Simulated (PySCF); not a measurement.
Isomers of C8H11N, mass 121.089 u with the commonest isotopes. Computed with PBE0/pcSseg-1 in PySCF (dipole) on a GFN2-xTB geometry, gas phase. One conformer each, none proved a minimum here; rigid rotors.

Task: Order these by rotational constant C, smallest first.
A. `[CH3:1][NH:2][c:3]1[cH:4][cH:5][cH:6][cH:7][c:8]1[CH3:9]` with C1–N2–C3–C4 -14°
B. `[CH2:1]=[CH:2]/[CH:3]=[CH:4]\[C:5](=[CH2:6])/[CH:7]=[N:8]\[CH3:9]` with C1–C2–C3–C4 -177°, C3–C4–C5–C6 -163°, C4–C5–C7–N8 -130°
C. `[CH3:1][CH:2]([CH3:3])[c:4]1[cH:5][cH:6][n:7][cH:8][cH:9]1` with C1–C2–C4–C5 -62°

Result: B (821.2 MHz), A (958.4 MHz), C (1018 MHz).

Task: Order these by out-of-plane moment Σ m c² = (Ia + Ib − Ic)/2, largest first.
A. `[CH2:1]=[CH:2]/[CH:3]=[CH:4]\[C:5](=[CH2:6])/[CH:7]=[N:8]\[CH3:9]` with C1–C2–C3–C4 -177°, C3–C4–C5–C6 -163°, C4–C5–C7–N8 -130°
B. `[CH3:1][NH:2][c:3]1[cH:4][cH:5][cH:6][cH:7][c:8]1[CH3:9]` with C1–N2–C3–C4 -14°
C. `[CH3:1][CH:2]([CH3:3])[c:4]1[cH:5][cH:6][n:7][cH:8][cH:9]1` with C1–C2–C4–C5 -62°

Result: C (54.04 u·Å²), A (26.64 u·Å²), B (3.57 u·Å²).

Task: Order these by rotational constant A, largest first.
A. `[CH3:1][CH:2]([CH3:3])[c:4]1[cH:5][cH:6][n:7][cH:8][cH:9]1` with C1–C2–C4–C5 -62°
B. `[CH3:1][NH:2][c:3]1[cH:4][cH:5][cH:6][cH:7][c:8]1[CH3:9]` with C1–N2–C3–C4 -14°
C. `[CH2:1]=[CH:2]/[CH:3]=[CH:4]\[C:5](=[CH2:6])/[CH:7]=[N:8]\[CH3:9]` with C1–C2–C3–C4 -177°, C3–C4–C5–C6 -163°, C4–C5–C7–N8 -130°

Result: A (3499 MHz), B (2486 MHz), C (2404 MHz).

```
             SMILES  point group  Ia (u·Å²)  Ib (u·Å²)  Ic (u·Å²)      κ  μa (D)  μb (D)  μc (D)
        CNc1ccccc1C            –     203.30     331.14     527.30  -0.26    1.82    0.63    0.60
      CC(C)c1ccncc1           Cs     144.43     460.22     496.56  -0.94    2.79    0.39    0.00
C=C/C=C\C(=C)/C=N\C           C1     210.23     458.44     615.39  -0.64    0.13    1.39    1.00
```
